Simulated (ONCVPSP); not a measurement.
## manganese (Mn): one change to an ONCV potential, before and after

| Quantity | Value |
| --- | --- |
| Element | manganese |
| Generator | ONCVPSP 4.0.1 |
| Type | optimised norm-conserving Vanderbilt (ONCV) |
| Functional | PBE |
| Relativity | fully relativistic |
| Frozen core | [Ne] |
| Valence charge | 15 |
| Reference configuration | 3s2 3p6 3d5 4s1.5 4p0.5 |
| Partial waves | 3s+4s: rc 1.35 bohr, ncon 4, nbas 8, qcut 8.8 1/bohr, 2 projectors; 3p+4p: rc 1.75 bohr, ncon 5, nbas 8, qcut 6.8 1/bohr, 2 projectors; 3d: rc 0.95 bohr, ncon 5, nbas 8, qcut 11.6 1/bohr, 2 projectors, debl 3.1 Ha |
| Local potential | polynomial inside 0.80 bohr (lpopt 5, dvloc0 2 Ha) |
| Core correction | Teter function, fcfact 2, rcfact 1.45 |

Open shells are filled in proportion to 2j + 1.

Change: p: qcut 7.1.

Cutoffs: the cutoffs (Ha) at which the residual kinetic energy of the hardest occupied pseudo-wave falls to 1 and 0.1 mHa per electron; they do not see the model core or the augmentation charge, which bear on the density cutoff. Errors are all-electron minus pseudo energies relative to the spin-unpolarised reference configuration.

Problem. What does the change do?

Solution. The potential gets neither clearly harder nor softer (203 Ha and 246 Ha → 203 Ha and 246 Ha); the errors of the 4 common tests hardly move; neither file shows a bound ghost.

```tsv
quantity	base	changed
cutoff, loose	203 Ha	203 Ha
cutoff, tight	246 Ha	246 Ha
loose cutoff by channel	s 28 Ha, p 23 Ha, d 203 Ha	s 28 Ha, p 23 Ha, d 203 Ha
bound ghosts	none	none
GHOST(+) flags under 300 eV	none	none
error for 3s2 3p6 3d5 4s2 4p0, meV [ΔE -1.90 eV]	0.0	0.0
error for 3s2 3p6 3d5 4s1 4p0, meV [ΔE 6.52 eV]	+0.2	+0.2
error for 3s2 3p6 3d5 4s0 4p0, meV [ΔE 22.12 eV]	+1.0	+1.1
error for 3s2 3p5 3d5 4s2 4p0, meV [ΔE 60.09 eV]	+77	+68
s: phases at 1.37 bohr within 0.05 rad from the reference energy up to (Ha; the scan ends near 5)	to the end of the scan	to the end of the scan
p3/2: phases at 1.78 bohr within 0.05 rad from the reference energy up to (Ha; the scan ends near 5)	to the end of the scan	to the end of the scan
p1/2: phases at 1.78 bohr within 0.05 rad from the reference energy up to (Ha; the scan ends near 5)	to the end of the scan	to the end of the scan
d5/2: phases at 0.97 bohr within 0.05 rad from the reference energy up to (Ha; the scan ends near 5)	to the end of the scan	to the end of the scan
d3/2: phases at 0.97 bohr within 0.05 rad from the reference energy up to (Ha; the scan ends near 5)	to the end of the scan	to the end of the scan
rms error of d²Exc/dni dnj with the model core, mHa	5.11	5.13
```
